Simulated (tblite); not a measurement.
Species: C4H17NSi3.
Geometry (GFN2-xTB, Å), atoms numbered from 1 in this order:
```xyz
25
C4H17NSi3 angstrom
C      3.1758    0.9043    0.8723
C      2.3552   -0.3641    0.6714
C      0.9807   -0.0626    0.0815
C      0.1319   -1.3238   -0.0753
N     -1.1881   -1.0639   -0.6086
Si    -1.3421   -0.9264   -2.3275
Si    -2.3884   -0.4414    0.4965
Si    -2.3239    1.8548    0.7379
H      2.6638    1.5846    1.5491
H      3.3281    1.4154   -0.0756
H      4.1491    0.6666    1.2947
H      2.2294   -0.8704    1.6318
H      2.8923   -1.0446    0.0065
H      1.0924    0.4109   -0.8966
H      0.4516    0.6398    0.7316
H      0.0289   -1.8072    0.9017
H      0.6509   -2.0240   -0.7371
H     -0.8707    0.3704   -2.8390
H     -2.7618   -1.0783   -2.6248
H     -0.5359   -2.0018   -2.9075
H     -2.1291   -1.1712    1.7492
H     -3.6648   -0.9303   -0.0377
H     -1.5931    2.2977    1.9345
H     -1.6790    2.5533   -0.3820
H     -3.6641    2.4365    0.8623
```

Level: GFN2-xTB in tblite, geometry and Hessian alike; calculated harmonic values, unscaled, isolated species. Errors from tens to a few hundred cm⁻¹ against measured bands are possible. Modes of hydrogen on silicon can be 10 to 20 % off. One conformer, not necessarily the lowest.

Harmonic wavenumbers (cm⁻¹): 28.2, 41.8, 59.1, 68.9, 78.0, 92.4, 115.5, 132.6, 206.9, 229.5, 253.6, 332.1, 367.1, 376.0, 434.6, 442.9, 469.0, 482.2, 572.9, 583.0, 609.1, 660.9, 714.6, 754.7, 774.8, 776.4, 800.6, 807.8, 820.4, 824.5, 828.7, 829.1, 929.1, 944.6, 983.3, 1051.8, 1099.5, 1128.7, 1159.0, 1178.6, 1231.9, 1270.2, 1278.1, 1291.9, 1345.4, 1367.2, 1415.0, 1491.9, 1495.9, 1500.7, 1503.1, 1506.0, 2148.5, 2172.3, 2188.6, 2198.9, 2211.6, 2230.4, 2246.4, 2295.0, 2918.9, 2937.8, 2953.0, 2966.4, 2975.4, 2981.0, 3033.5, 3035.3, 3040.4.

A = 1167, B = 707.8, C = 525.9 MHz; mass 163.067 u (most abundant isotopes); point group C1, symmetry number 1.

Task: Zero-point energy?

Result: ½Σν̃ = 42137 cm⁻¹ = 120.47 kcal/mol.

Task: Entropy at 273.15 K, 1 bar (ideal gas, RRHO, classical rotation)?

Result: Translation 40.77, rotation 30.72, vibration 46.52: S = 118.0 cal/(mol K).

Task: And Cp and H(273.15 K) − H(0)?

Result: Cp = 50.36 cal/(mol K), of which vibrations give 42.41 (their classical limit is 69 R = 137.1); H(273.15 K) − H(0) = 8.40 kcal/mol without the zero-point energy, 6.23 from vibrations.

Task: How do the functions run with temperature in this model?

Result: 
```json
{"T (K)": "50", "S (cal/(mol K))": "66.2", "Cp (cal/(mol K))": "19.0", "H − H(0) (kcal/mol)": "0.65", "G − H(0) (kcal/mol)": "-2.66", "ln q(vib)": "1.54"}
{"T (K)": "100", "S (cal/(mol K))": "81.7", "Cp (cal/(mol K))": "26.3", "H − H(0) (kcal/mol)": "1.79", "G − H(0) (kcal/mol)": "-6.38", "ln q(vib)": "4.13"}
{"T (K)": "298.15", "S (cal/(mol K))": "122.6", "Cp (cal/(mol K))": "53.8", "H − H(0) (kcal/mol)": "9.70", "G − H(0) (kcal/mol)": "-26.84", "ln q(vib)": "12.98"}
{"T (K)": "373.15", "S (cal/(mol K))": "135.7", "Cp (cal/(mol K))": "63.6", "H − H(0) (kcal/mol)": "14.11", "G − H(0) (kcal/mol)": "-36.53", "ln q(vib)": "16.05"}
{"T (K)": "500", "S (cal/(mol K))": "156.3", "Cp (cal/(mol K))": "77.6", "H − H(0) (kcal/mol)": "23.09", "G − H(0) (kcal/mol)": "-55.08", "ln q(vib)": "21.04"}
{"T (K)": "750", "S (cal/(mol K))": "191.9", "Cp (cal/(mol K))": "97.6", "H − H(0) (kcal/mol)": "45.17", "G − H(0) (kcal/mol)": "-98.74", "ln q(vib)": "30.24"}
{"T (K)": "1000", "S (cal/(mol K))": "221.9", "Cp (cal/(mol K))": "110.8", "H − H(0) (kcal/mol)": "71.33", "G − H(0) (kcal/mol)": "-150.56", "ln q(vib)": "38.60"}
```

q(vib) and H(0) count from the zero-point level.

Task: Which modes carry the vibrational entropy at 273.15 K?

Result: 28.2 cm⁻¹: 5.78; 41.8 cm⁻¹: 5.00; 59.1 cm⁻¹: 4.31; 68.9 cm⁻¹: 4.01; 78.0 cm⁻¹: 3.77; 92.4 cm⁻¹: 3.44 cal/(mol K); the other 63 give 20.21 together.

Task: What must be added to the electronic energy to get the Gibbs energy at 273.15 K and 1 bar?

Result: ZPE + [H(273.15 K) − H(0)] − T·S = 120.47 + 8.40 − 32.23 = 96.64 kcal/mol.

Task: Blend soft modes into free rotors: weight 1/[1 + (100 cm⁻¹/ν̃)⁴] for the oscillator and the rest for a rotor with moment μB/(μ + B), μ = h/(8π²ν), B = 10⁻⁴⁴ kg m². What vibrational entropy results?

Result: 40.78 cal/(mol K) in place of 46.52, which changes −T·S at 273.15 K by +1.57 kcal/mol.

Hindered rotation and anharmonicity are outside this model. Other conformers, if any are populated, would add a mixing term that is left out. The structure is chiral; the term R ln 2 for an equal mix with its mirror image is left out.

Time: 5.0 s. Hardware: one thread of an Intel Xeon at 2.50 GHz, shared host with 64 logical CPUs at a one-minute load of 40. This covers the Hessian and the dipole derivatives.
